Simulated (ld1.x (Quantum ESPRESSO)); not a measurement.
# Cl: one change to an ultrasoft potential, before and after

| Property | Result |
| --- | --- |
| Element | Cl |
| Generator | ld1.x (Quantum ESPRESSO) 7.5 |
| Type | ultrasoft |
| Functional | PBE |
| Relativity | scalar-relativistic |
| Frozen core | [Ne] |
| Valence charge | 7 |
| Reference configuration | 3s2 3p5 |
| Partial waves | 3s (bound): rcut 1.10, rcutus 1.35 bohr; 3s channel at -0.7 Ry: rcut 1.10, rcutus 1.35 bohr; 3p (bound): rcut 1.10, rcutus 1.20 bohr; 3p channel at 2.95 Ry: rcut 1.10, rcutus 1.20 bohr; 3d channel at 0.05 Ry: rc 1.25 bohr |
| Local potential | the d channel |
| Core correction | Bessel-smoothed model core, default radius (core density twice the valence density) |
| Augmentation charge | PSQ, inside the norm-conserving radii |

Change: wave 3d channel at 0.05 Ry: rc 1.25 bohr becomes 3d channel at 0.05 Ry: rc 1.94 bohr.

Cutoffs: the cutoffs (Ry, on a coarse ladder) from which the occupation-weighted sum of valence levels, in a spherical-Bessel basis at the reference potential, stays within 10 and 1 mRy of its value at 400 Ry; they do not see the model core or the augmentation charge, which bear on the density cutoff. Errors are all-electron minus pseudo energies relative to the spin-unpolarised reference configuration.

Question: What does the change do?

Answer: A bound ghost appears in p, which as a rule spoils a file; of the 7 tests that both files solve, the error grows in 6 and shrinks in 0 by more than 15 % and 0.3 meV (median size 2.1 → 11.2 meV). More of the atom is replaced by a form fitted at one configuration, so other configurations suffer.

```tsv
quantity	base	changed
cutoffs, loose and tight	18 Ry, 50 Ry	not determined
bound ghosts	none	p (s not tested, overlap not positive)
error for 3s2 3p4, meV [ΔE 13.88 eV]	-1.3	-1.6
error for 3s2 3p3, meV [ΔE 39.32 eV]	-3.7	-35
error for 3s2 3p2, meV [ΔE 77.63 eV]	-8.9	-109
error for 3s2 3p1, meV [ΔE 129.87 eV]	-19	-199
error for 3s1 3p5, meV [ΔE 26.58 eV]	-2.1	+11
error for 3s2 3p4.5, meV [ΔE 5.58 eV]	-0.5	-0.6
error for 3s1 3p6, meV [ΔE 12.15 eV]	-0.1	+8.6
lowest overlap eigenvalue by channel	s 0.40, p 0.72	s -1.50, p 0.83
```

Changed file: the overlap operator is not positive definite in a basis up to 400 Ry (lowest eigenvalue s -1.50), so the file is unfit for use: the generalised eigenproblem breaks down once the basis is large enough, and its test numbers describe a broken file. A true bound ghost makes a file unfit for plane-wave use even where its test errors are small: the radial tests pick states by their node count and pass the ghost by.
